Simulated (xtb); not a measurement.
xtb job for sulfur trioxide (O3S), SMILES O=S(=O)=O, GFN2-xTB. 

```
$ xtb mol.xyz --gfn 2 --sp --chrg 0 --uhf 0 --json
$ cat mol.xyz
4

O      1.41789621    -0.00000000     0.00000000
S      0.00000000    -0.00000000     0.00000000
O     -0.70894810    -1.22793414    -0.00000000
O     -0.70894810     1.22793414     0.00000000
```

Program output:

```
[banner left out]
          |                Calculation Setup                |
           -------------------------------------------------



           -------------------------------------------------
          |                 G F N 2 - x T B                 |
           -------------------------------------------------

        Reference                      10.1021/acs.jctc.8b01176
      * Hamiltonian:
        H0-scaling (s, p, d)           1.850000    2.230000    2.230000
        zeta-weighting                 0.500000
      * Dispersion:
        s8                             2.700000
        a1                             0.520000
        a2                             5.000000
        s9                             5.000000
      * Repulsion:
        kExp                           1.500000    1.000000
        rExp                           1.000000
      * Coulomb:
        alpha                          2.000000
        third order                    shell-resolved
        anisotropic                    true
        a3                             3.000000
        a5                             4.000000
        cn-shift                       1.200000
        cn-exp                         4.000000
        max-rad                        5.000000


          ...................................................
          :                      SETUP                      :
          :.................................................:
          :  # basis functions                  22          :
          :  # atomic orbitals                  21          :
          :  # shells                            9          :
          :  # electrons                        24          :
          :  max. iterations                   250          :
          :  Hamiltonian                  GFN2-xTB          :
          :  restarted?                      false          :
          :  GBSA solvation                  false          :
          :  PC potential                    false          :
          :  electronic temp.          300.0000000     K    :
          :  accuracy                    1.0000000          :
          :  -> integral cutoff          0.2500000E+02      :
          :  -> integral neglect         0.1000000E-07      :
          :  -> SCF convergence          0.1000000E-05 Eh   :
          :  -> wf. convergence          0.1000000E-03 e    :
          :  Broyden damping             0.4000000          :
          :  net charge                          0          :
          :  unpaired electrons                  0          :
          ...................................................

 iter      E             dE          RMSdq      gap      omega  full diag
   1    -15.4546389 -0.154546E+02  0.140E+01    6.28       0.0  T
   2    -15.4737834 -0.191445E-01  0.689E+00    5.27       1.0  T
   3    -15.4784200 -0.463655E-02  0.158E+00    4.52       1.0  T
   4    -15.4793597 -0.939682E-03  0.471E-01    4.50       1.0  T
   5    -15.4794728 -0.113098E-03  0.249E-01    4.49       1.0  T
   6    -15.4795233 -0.505772E-04  0.278E-02    4.46       1.8  T
   7    -15.4795237 -0.400769E-06  0.952E-03    4.45       5.3  T
   8    -15.4795237 -0.267305E-08  0.525E-03    4.45       9.5  T
   9    -15.4795237 -0.143665E-07  0.934E-04    4.45      53.6  T
  10    -15.4795237 -0.500950E-09  0.660E-05    4.45     757.2  T

   *** convergence criteria satisfied after 10 iterations ***

         #    Occupation            Energy/Eh            Energy/eV
      -------------------------------------------------------------
         1        2.0000           -0.8547636             -23.2593
       ...           ...                  ...                  ...
         6        2.0000           -0.5952648             -16.1980
         7        2.0000           -0.5952648             -16.1980
         8        2.0000           -0.5257409             -14.3061
         9        2.0000           -0.5257409             -14.3061
        10        2.0000           -0.5172867             -14.0761
        11        2.0000           -0.5172867             -14.0761
        12        2.0000           -0.4969440             -13.5225 (HOMO)
        13                         -0.3332599              -9.0685 (LUMO)
        14                         -0.2518689              -6.8537
        15                          0.0580437               1.5794
        16                          0.0580437               1.5794
        17                          0.0762565               2.0750
       ...                                ...                  ...
        21                          1.3072819              35.5730
      -------------------------------------------------------------
                  HL-Gap            0.1636840 Eh            4.4541 eV
             Fermi-level           -0.4151020 Eh          -11.2955 eV

 SCC (total)                   0 d,  0 h,  0 min,  0.004 sec
 SCC setup                      ...        0 min,  0.000 sec (  1.682%)
 Dispersion                     ...        0 min,  0.000 sec (  0.536%)
 classical contributions        ...        0 min,  0.000 sec (  1.596%)
 integral evaluation            ...        0 min,  0.001 sec ( 13.108%)
 iterations                     ...        0 min,  0.002 sec ( 58.426%)
 molecular gradient             ...        0 min,  0.001 sec ( 21.774%)
 printout                       ...        0 min,  0.000 sec (  2.645%)

         :::::::::::::::::::::::::::::::::::::::::::::::::::::
         ::                     SUMMARY                     ::
         :::::::::::::::::::::::::::::::::::::::::::::::::::::
         :: total energy             -15.400455417502 Eh    ::
         :: gradient norm              0.000004536485 Eh/a0 ::
         :: HOMO-LUMO gap              4.454069219998 eV    ::
         ::.................................................::
         :: SCC energy               -15.479523704193 Eh    ::
         :: -> isotropic ES            0.046204712077 Eh    ::
         :: -> anisotropic ES          0.017493877861 Eh    ::
         :: -> anisotropic XC          0.002892394561 Eh    ::
         :: -> dispersion             -0.002209638393 Eh    ::
         :: repulsion energy           0.079068286691 Eh    ::
         :: add. restraining           0.000000000000 Eh    ::
         :: total charge              -0.000000000000 e     ::
         :::::::::::::::::::::::::::::::::::::::::::::::::::::

           -------------------------------------------------
          |                Property Printout                |
           -------------------------------------------------

    * Orbital Energies and Occupations

         #    Occupation            Energy/Eh            Energy/eV
      -------------------------------------------------------------
         1        2.0000           -0.8547636             -23.2593
         2        2.0000           -0.7307232             -19.8840
         3        2.0000           -0.7307232             -19.8840
         4        2.0000           -0.6710577             -18.2604
         5        2.0000           -0.5959852             -16.2176
         6        2.0000           -0.5952648             -16.1980
         7        2.0000           -0.5952648             -16.1980
         8        2.0000           -0.5257409             -14.3061
         9        2.0000           -0.5257409             -14.3061
        10        2.0000           -0.5172867             -14.0761
        11        2.0000           -0.5172867             -14.0761
        12        2.0000           -0.4969440             -13.5225 (HOMO)
        13                         -0.3332599              -9.0685 (LUMO)
        14                         -0.2518689              -6.8537
Note: The following floating-point exceptions are signalling: IEEE_DENORMAL
normal termination of xtb
        15                          0.0580437               1.5794
        16                          0.0580437               1.5794
        17                          0.0762565               2.0750
        18                          0.0762565               2.0750
        19                          0.4830026              13.1432
        20                          1.3072819              35.5729
        21                          1.3072819              35.5730
      -------------------------------------------------------------
                  HL-Gap            0.1636840 Eh            4.4541 eV
             Fermi-level           -0.4151020 Eh          -11.2955 eV

     #   Z          covCN         q      C6AA      α(0)
     1   8 O        0.860    -0.514    24.091     6.581
     2  16 S        2.579     1.541    92.461    16.184
     3   8 O        0.860    -0.514    24.091     6.581
     4   8 O        0.860    -0.514    24.091     6.581

 Mol. C6AA /au·bohr⁶  :        584.509938
 Mol. C8AA /au·bohr⁸  :      17559.361209
 Mol. α(0) /au        :         35.926089


Wiberg/Mayer (AO) data.
largest (>0.10) Wiberg bond orders for each atom

 ---------------------------------------------------------------------------
     #   Z sym  total        # sym  WBO       # sym  WBO       # sym  WBO
 ---------------------------------------------------------------------------
     1   8 O    1.978 --     2 S    1.627     4 O    0.175     3 O    0.175
     2  16 S    4.880 --     4 O    1.627     3 O    1.627     1 O    1.627
     3   8 O    1.978 --     2 S    1.627     4 O    0.175     1 O    0.175
     4   8 O    1.978 --     2 S    1.627     3 O    0.175     1 O    0.175
 ---------------------------------------------------------------------------

Topologies differ in total number of bonds
Writing topology from bond orders to xtbtopo.mol

molecular dipole:
                 x           y           z       tot (Debye)
 q only:       -0.000      -0.000       0.000
   full:       -0.000      -0.000       0.000       0.000
molecular quadrupole (traceless):
                xx          xy          yy          xz          yz          zz
 q only:       -2.766       0.000      -2.766       0.000       0.000       5.533
  q+dip:       -3.380       0.000      -3.380      -0.000      -0.000       6.759
   full:       -3.784       0.000      -3.784      -0.000       0.000       7.567


           -------------------------------------------------
          | TOTAL ENERGY              -15.400455417502 Eh   |
          | GRADIENT NORM               0.000004536485 Eh/α |
          | HOMO-LUMO GAP               4.454069219998 eV   |
           -------------------------------------------------

------------------------------------------------------------------------
------------------------------------------------------------------------
 total:
 SCF:
```

The calculation finished and met its thresholds.

Cost: very roughly 0.03 core-seconds.
